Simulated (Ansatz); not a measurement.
Harmonic frequencies (cm⁻¹) at PBE0-D4/def2-TZVP from Ansatz: 87, 100, 187, 214, 218, 252, 327, 381, 418, 562, 625, 645, 704, 754, 3864.

Each molecule was computed in one conformer, which needn't be the lowest.

Question: Which molecule is it?
A. `[OH][Mo]([F])([F])(=[S])[Cl]`
B. `[NH2][Mo](=[O])(=[S])[Cl]`
C. `[NH]=[Mo](=[NH])([F])[Cl]`
D. `[O]=[Mo]([OH])([F])([Cl])[Cl]`

Answer: A.
